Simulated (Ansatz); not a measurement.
Geometry optimisation, Ansatz 0.2.0, UKS PBE/def2-SVP.

The input (input.yaml):

```yaml
crystal:
  periodic: [false, false, false]
  atoms:
    - { symbol: Ga, position_ang: [-0.051763, -0.558495, 0.027002] }
    - { symbol: H, position_ang: [0.74133, -0.125782, 2.642632] }
    - { symbol: H, position_ang: [1.212337, 0.36716, -0.350432] }
    - { symbol: H, position_ang: [-1.538673, -0.044177, -0.316869] }
    - { symbol: O, position_ang: [-0.121135, 0.07616, 2.198797] }
    - { symbol: H, position_ang: [-0.756495, -0.515966, 2.645969] }
magnetization:
  spin_polarized: true
  initial_magnetization: 1
basis:
  gaussian: { orbitals: def2-SVP }
hamiltonian:
  xc: pbe
relax:
  f_tol: 0.03
  max_steps: 50
output:
  orbitals: {}
```

Command:

```bash
$ ansatz run input.yaml --threads 2 --pin off --max-ram 3072MiB --backend cpu --events-out ev --progress --plain --runs-dir out
```

Q: Where does it end, and by what steps?

A: The run converged. After 3 steps the energy has fallen by 0.008 eV; H2 moved furthest, 0.06 Å.

```tsv
step	energy less start (eV)	largest force component (eV/Å)	accepted
0	0.0000	0.531	yes
1	-0.0064	0.205	yes
2	-0.0062	0.079	no
3	-0.0075	0.012	yes
```

```xyz
6
Properties=species:S:1:pos:R:3
Ga -0.054 -0.545 0.051
H 0.743 -0.141 2.586
H 1.217 0.366 -0.321
H -1.539 -0.057 -0.320
O -0.126 0.086 2.200
H -0.755 -0.511 2.651
```

Whether the end is a true minimum wasn't checked by a vibrational analysis.

Run time: 6 s on 2 threads of Intel(R) Xeon(R) Platinum 8175M CPU @ 2.50GHz (Skylake/Cascade Lake), with other jobs on the host, peak memory 0.15 GiB.
